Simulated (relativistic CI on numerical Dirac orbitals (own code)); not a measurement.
**Re²⁺ (5d5) in a crystal field**

Calculated by Dirac-Coulomb-Breit CI, KLI orbitals optimised for each configuration, QED by a radiative potential, valence Slater integrals scaled by 0.8, one configuration in a parametric crystal field (own radial code).

Field parameters in Wybourne normalisation: D4h B²₀ = −7Ds, B⁴₀ = 21(Dq − Dt), B⁴₄ = 21√(5/14) Dq. The field is a parameter set, without covalency.

S and J are read from ⟨S²⟩ = S(S + 1) and ⟨J²⟩ = J(J + 1) of each level; they are not fictitious spins.

D4h, 10Dq = 13100, Ds = -500, Dt = -700 cm⁻¹, the lowest 16 levels:

| E (cm⁻¹) | Degeneracy | Irrep | S | J |
| --- | --- | --- | --- | --- |
| 0.0 | 2 | Γ7 | 0.88 | 4.07 |
| 3870 | 2 | Γ7 | 1.54 | 3.69 |
| 4874 | 2 | Γ6 | 1.45 | 3.63 |
| 6054 | 2 | Γ7 | 1.39 | 3.89 |
| 6933 | 2 | Γ7 | 1.87 | 3.44 |
| 7448 | 2 | Γ6 | 1.80 | 3.41 |
| 9811 | 2 | Γ6 | 1.40 | 3.52 |
| 10321 | 2 | Γ7 | 1.90 | 3.32 |
| 10753 | 2 | Γ6 | 1.62 | 3.25 |
| 11435 | 2 | Γ7 | 1.98 | 3.41 |
| 14046 | 2 | Γ7 | 1.32 | 3.79 |
| 14107 | 2 | Γ6 | 1.36 | 3.98 |
| 14933 | 2 | Γ6 | 1.56 | 3.86 |
| 15039 | 2 | Γ7 | 0.82 | 4.74 |
| 16433 | 2 | Γ6 | 1.48 | 3.90 |
| 16551 | 2 | Γ7 | 1.50 | 3.82 |

Principal g values of the ground doublet: 1.42, 2.68, 2.68.

D4h, 10Dq = 26300, Ds = 860, Dt = 380 cm⁻¹, the lowest 16 levels:

```tsv
E (cm⁻¹)	Degeneracy	Irrep	S	J
0.0	2	Γ7	0.62	4.35
4594	2	Γ7	0.62	4.31
5006	2	Γ6	0.61	4.36
12370	2	Γ6	1.58	3.74
13901	2	Γ7	1.62	3.60
15241	2	Γ7	1.73	3.41
15557	2	Γ6	1.49	3.59
16567	2	Γ7	1.54	3.35
16634	2	Γ6	1.48	3.21
19553	2	Γ7	1.47	3.45
19881	2	Γ7	1.65	3.58
20288	2	Γ6	1.80	3.45
21856	2	Γ6	1.35	4.01
22188	2	Γ6	1.08	4.56
22460	2	Γ7	1.85	3.71
23218	2	Γ7	2.00	3.49
```

Principal g values of the ground doublet: 1.91, 2.41, 2.41.

D4h, 10Dq = 24300, Ds = 2080, Dt = -490 cm⁻¹, the lowest 16 levels:

```tsv
E (cm⁻¹)	Degeneracy	Irrep	S	J
0.0	2	Γ7	0.57	4.36
7911	2	Γ7	0.59	4.35
10353	2	Γ6	0.59	4.37
17485	2	Γ6	1.50	3.66
18785	2	Γ6	1.49	3.64
18889	2	Γ7	1.53	3.55
19460	2	Γ7	1.54	3.58
22326	2	Γ7	1.29	3.66
23664	2	Γ7	1.49	3.72
24347	2	Γ6	1.44	3.49
24619	2	Γ6	1.60	3.34
24901	2	Γ7	1.56	3.42
25559	2	Γ6	1.50	3.34
26145	2	Γ7	0.98	4.32
27882	2	Γ6	0.72	4.58
27886	2	Γ7	0.63	5.06
```

Principal g values of the ground doublet: 0.90, 2.69, 2.69.

The free-ion ground term has S = 5/2. The field overcomes the spin-pairing energy for D4h, 10Dq = 13100, Ds = -500, Dt = -700 cm⁻¹; D4h, 10Dq = 26300, Ds = 860, Dt = 380 cm⁻¹; D4h, 10Dq = 24300, Ds = 2080, Dt = -490 cm⁻¹, where the ground state has lower spin; these fields are assumed values.

Levels of this model without a field, named by their leading LS term (the scale mimics covalency, so terms lie below those of the real free ion): ⁶S5/2 0, ⁴G5/2 15419, ⁴G7/2 17607, ⁴G11/2 18142, ⁴G5/2 18489, ⁴G9/2 18549, ⁴P3/2 18783, ⁴P1/2 20458 cm⁻¹.
